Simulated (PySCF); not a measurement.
Ligand exchange on a metal centre used in film growth or etching (Zn H-SH). All species are isolated molecules in the gas phase. One relaxed conformer stands for each flexible species; it need not be the lowest.

Method: B3LYP-D3(BJ)/def2-TZVP // PBE-D3(BJ)/def2-SVP (PySCF 2.14.0). All candidates: neutral, multiplicity 1. B3LYP has the VWN-RPA correlation part, as in Gaussian. 

```yaml
LUMO: -0.96 eV
HOMO: -7.84 eV
HOMO–LUMO gap: 6.88 eV
```

Which member has these values?
(A) [Zn(H)2]
(B) [Zn(SH)2]
(C) [Zn(H)(SH)]

A, [Zn(H)2]. The others give [Zn(H)(SH)]: -1.03 eV, -7.03 eV, 6.00 eV; [Zn(SH)2]: -1.36 eV, -7.25 eV, 5.89 eV
